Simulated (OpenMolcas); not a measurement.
A calculation on Al2+.

```
Program             : OpenMolcas
Method              : CASSCF
Basis               : ANO-RCC-VTZP [5s4p2d1f]
Scalar Hamiltonian  : DKH2, point nucleus
Active space        : 1 electron in 4 orbitals (3s 3p)
State averaging     : 2S+1 = 2 even, 1 root; 2S+1 = 2 odd, 3 roots
Spin-orbit coupling : state interaction with AMFI integrals over the reference wave functions, term energies averaged over their components
```

Question: Which level of the active space comes out lowest?

Answer: 3s ²S_1/2, with 100 % of that term; it is also the measured ground level.

Question: How high does 3p ²P°_3/2 lie?

Answer: 53019 cm⁻¹ above the lowest level; measured 53917 cm⁻¹ above the ground level, so the calculation is off by -2 %.

Question: How high does 3p ²P°_1/2 lie?

Answer: 52828 cm⁻¹ above the lowest level; measured 53683 cm⁻¹ above the ground level, so the calculation is off by -2 %.

Measured values: NIST levels in Kelleher and Podobedova, J. Phys. Chem. Ref. Data 37, 709 (2008).

With one active electron the reference holds no correlation, so core polarisation is missing. Measured partners are found by configuration, term and J. A level has none where our copy of the source lacks it or the pairing is in doubt (some pairs that miss far off the trend of their configuration count as doubtful), and it then counts in no deviation. Levels of configurations outside the active space are missing.

° marks odd parity.
